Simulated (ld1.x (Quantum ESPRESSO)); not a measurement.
**Reading a pseudo-wave (hafnium)**

Columns: radius, all-electron u(r) and pseudo u(r) of the 5d shell (level -2.16 eV) of hafnium in the configuration [Xe] 4f14 5d3 6s1 6p0; LDA (PZ), scalar-relativistic, TM semilocal scheme, ld1.x (Quantum ESPRESSO) 7.5.

```json
{"r (bohr)": "0.210", "all-electron": "0.0235", "pseudo": "0.0072"}
{"r (bohr)": "0.420", "all-electron": "-0.2548", "pseudo": "0.0525"}
{"r (bohr)": "0.630", "all-electron": "-0.0510", "pseudo": "0.1525"}
{"r (bohr)": "0.840", "all-electron": "0.2261", "pseudo": "0.2925"}
{"r (bohr)": "1.050", "all-electron": "0.4284", "pseudo": "0.4359"}
{"r (bohr)": "1.260", "all-electron": "0.5485", "pseudo": "0.5477"}
{"r (bohr)": "1.470", "all-electron": "0.6084", "pseudo": "0.6120"}
{"r (bohr)": "1.680", "all-electron": "0.6290", "pseudo": "0.6338"}
{"r (bohr)": "1.890", "all-electron": "0.6254", "pseudo": "0.6281"}
{"r (bohr)": "2.100", "all-electron": "0.6075", "pseudo": "0.6081"}
{"r (bohr)": "2.310", "all-electron": "0.5816", "pseudo": "0.5816"}
{"r (bohr)": "2.520", "all-electron": "0.5515", "pseudo": "0.5515"}
{"r (bohr)": "2.730", "all-electron": "0.5197", "pseudo": "0.5197"}
{"r (bohr)": "2.940", "all-electron": "0.4876", "pseudo": "0.4876"}
{"r (bohr)": "3.150", "all-electron": "0.4560", "pseudo": "0.4560"}
{"r (bohr)": "3.360", "all-electron": "0.4253", "pseudo": "0.4253"}
{"r (bohr)": "3.570", "all-electron": "0.3959", "pseudo": "0.3959"}
{"r (bohr)": "3.780", "all-electron": "0.3680", "pseudo": "0.3680"}
{"r (bohr)": "3.990", "all-electron": "0.3415", "pseudo": "0.3415"}
{"r (bohr)": "4.200", "all-electron": "0.3166", "pseudo": "0.3166"}
{"r (bohr)": "4.410", "all-electron": "0.2931", "pseudo": "0.2931"}
{"r (bohr)": "4.620", "all-electron": "0.2712", "pseudo": "0.2712"}
{"r (bohr)": "4.830", "all-electron": "0.2506", "pseudo": "0.2506"}
{"r (bohr)": "5.040", "all-electron": "0.2314", "pseudo": "0.2314"}
{"r (bohr)": "5.250", "all-electron": "0.2135", "pseudo": "0.2135"}
{"r (bohr)": "5.460", "all-electron": "0.1969", "pseudo": "0.1969"}
```

(1) How many radial nodes do the two functions have?

(2) At about which radius was the pseudo-wave matched?

(3) Where does each function peak?

(4) Is the pseudo-wave norm-conserving?

## Answers

(1) The all-electron 5d function has n − l − 1 = 2; the pseudo-wave has 0, since the states of the same l below it are removed with the core.

(2) 2.50 bohr, where the columns begin to agree (steps of 0.21 bohr).

(3) Outermost all-electron maximum near 1.68 bohr, pseudo maximum near 1.68 bohr (to the table’s step).

(4) Yes: the TM semilocal scheme keeps the norm inside the radius equal to the all-electron one, which fixes the energy derivative of the logarithmic derivative at the level.
